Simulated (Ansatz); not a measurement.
Ansatz (a program for electronic structure) input (SVWN5/def2-TZVPD):

Ansatz 0.2 input:
```yaml
crystal:
  periodic: [false, false, false]
  atoms:
    - {symbol: C, position_ang: [2.38758414, 0.80079389, 0.28585759]}
    - {symbol: C, position_ang: [1.27528264, 0.37104425, 0.15370877]}
    - {symbol: S, position_ang: [-0.31504656, -0.27778428, -0.03461209]}
    - {symbol: C, position_ang: [-1.29058807, 1.20082455, -0.18401224]}
    - {symbol: O, position_ang: [-0.66215839, -0.93827273, 1.19242635]}
    - {symbol: O, position_ang: [-0.35052804, -0.98300200, -1.28511759]}
    - {symbol: H, position_ang: [3.37706810, 1.17340083, 0.40358983]}
    - {symbol: H, position_ang: [-0.96215418, 1.75497993, -1.06015422]}
    - {symbol: H, position_ang: [-1.18680797, 1.78722519, 0.72590300]}
    - {symbol: H, position_ang: [-2.31954179, 0.86316428, -0.30733999]}
basis:
  gaussian:
    orbitals: def2-TZVPD
hamiltonian:
  xc: {name: SVWN5}
total_charge: 1
magnetization: {spin_polarized: true, initial_magnetization: 1}
```

End of the output:

```
integrals: 0.24 GiB planned
1387 factors; their error is unknown
0.21 GiB of the device are held for the grids
1.68 GiB of device memory are held for the factors and their scratch space
mean field: 1.80 GiB planned
mean field evaluation 1: about -17979.6997 eV, gradient 7.7e1 eV
mean field evaluation 2: about -17864.6709 eV, gradient 1.6e2 eV
mean field evaluation 4: about -17998.9736 eV, gradient 1.8e1 eV
mean field evaluation 8: about -18000.4745 eV, gradient 1.5e0 eV
mean field evaluation 16: about -18000.4585 eV, gradient 1.5e-2 eV
mean field evaluation 32: about -18000.4585 eV, gradient 5.6e-5 eV
mean field evaluation 64: about -17999.9709 eV, gradient 3.6e0 eV
mean field evaluation 96: about -18000.4498 eV, gradient 3.8e-1 eV
mean field evaluation 128: about -17999.7248 eV, gradient 8.6e0 eV
mean field -18000.45851874 eV, -661.5046494148 hartree, gradient 8.3e-6 eV, S^2 0.752796; 13 other end points of the search recorded, 0 dependent functions left out
reference -18000.45857036 eV, -661.5046513117 hartree; 27, 26 occupied and 246, 247 virtual orbitals, 1387 factors
Total energy: -18000.45857036 eV, -661.5046513117 hartree
```

This state (charge 1, doublet) is run at the relaxed geometry of the species with charge 0 and multiplicity 1.
